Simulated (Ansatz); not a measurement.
Start from `[F][Al]([F])[SiH3]` and change one element to get `[CH3][Al]([F])[F]`.

Ansatz, PBE0-D4/def2-TZVP geometries, multiplicity 1. 

```csv
property,`[F][Al]([F])[SiH3]`
HOMO–LUMO gap (ωB97M-V/def2-TZVPP) / eV,10.93
size of the dipole moment (PBE/def2-TZVPP) / D,1.76
LUMO energy (PBE0/def2-TZVPP) / eV,-1.47
HOMO–LUMO gap (PBE0/def2-TZVPP) / eV,7.21
HOMO–LUMO gap (PBE/def2-TZVPP) / eV,5.29
HOMO energy (ωB97M-V/def2-TZVPP) / eV,-10.70
```

(1) What does the change do to each property? (Estimate.)

Answers

(1) The calculation gave: 
```
                                      property  `[CH3][Al]([F])[F]`  shift
       HOMO–LUMO gap (ωB97M-V/def2-TZVPP) / eV                12.58   1.65
size of the dipole moment (PBE/def2-TZVPP) / D                 2.21   0.45
            LUMO energy (PBE0/def2-TZVPP) / eV                -0.53   0.94
          HOMO–LUMO gap (PBE0/def2-TZVPP) / eV                 8.79   1.58
           HOMO–LUMO gap (PBE/def2-TZVPP) / eV                 6.56   1.27
         HOMO energy (ωB97M-V/def2-TZVPP) / eV               -11.59  -0.89
```

With PBE0 the HOMO falls by 0.63 eV and the LUMO rises by 0.94 eV, so the gap widens by about 1.57 eV. PBE moves the HOMO by -0.41 eV and ωB97M-V by -0.89 eV. Dipoles are sizes alone; their direction can turn.
